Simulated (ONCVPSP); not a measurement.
zinc (Zn): one change to an ONCV potential, before and after

Zn (Z = 30), optimised norm-conserving Vanderbilt (ONCV), made with ONCVPSP 4.0.1 (PBE, scalar-relativistic). Core [Ne], reference 3s2 3p6 3d10 4s1 4p1. Waves: 3s+4s: rc 1.00 bohr, ncon 4, nbas 9, qcut 12.2 1/bohr, 2 projectors; 3p+4p: rc 1.20 bohr, ncon 5, nbas 9, qcut 11.1 1/bohr, 2 projectors; 3d: rc 0.85 bohr, ncon 5, nbas 9, qcut 20.1 1/bohr, 1 projector. Local part: polynomial inside 0.60 bohr (lpopt 5, dvloc0 6 Ha). Core correction: polynomial model core, fcfact 0.2.

Change: p: rc 1.8.

Cutoffs: the cutoffs (Ha) at which the residual kinetic energy of the hardest occupied pseudo-wave falls to 1 and 0.1 mHa per electron; they do not see the model core or the augmentation charge, which bear on the density cutoff. Errors are all-electron minus pseudo energies relative to the spin-unpolarised reference configuration.

Task: Predict the effect on cutoff, ghosts and configuration errors.

Result: The potential gets neither clearly harder nor softer (151 Ha and 171 Ha → 151 Ha and 171 Ha); the d channel sets the loose cutoff, while the largest relative change is in p, which becomes softer; of the 4 tests that both files solve, the error grows in 2 and shrinks in 0 by more than 15 % and 0.3 meV (median size 0.4 → 0.6 meV); neither file shows a bound ghost.

```csv
quantity,base,changed
"cutoff, loose",151 Ha,151 Ha
"cutoff, tight",171 Ha,171 Ha
loose cutoff by channel,"s 55 Ha, p 47 Ha, d 151 Ha","s 55 Ha, p 36 Ha, d 151 Ha"
bound ghosts,none,none
GHOST(+) flags under 300 eV,none,none
"error for 3s2 3p6 3d10 4s2 4p0, meV [ΔE -5.09 eV]",+0.5,+0.2
"error for 3s2 3p6 3d10 4s1 4p0, meV [ΔE 4.80 eV]",-0.3,-0.4
"error for 3s2 3p6 3d10 4s0 4p0, meV [ΔE 23.24 eV]",-0.6,-1.8
"error for 3s2 3p6 3d10 4s0 4p1, meV [ΔE 11.13 eV]",-0.3,-0.7
s: phases at 1.02 bohr within 0.05 rad from the reference energy up to (Ha; the scan ends near 5),to the end of the scan,to the end of the scan
d: phases at 0.87 bohr within 0.05 rad from the reference energy up to (Ha; the scan ends near 5),to the end of the scan,to the end of the scan
"rms error of d²Exc/dni dnj with the model core, mHa",1.08,1.14
```
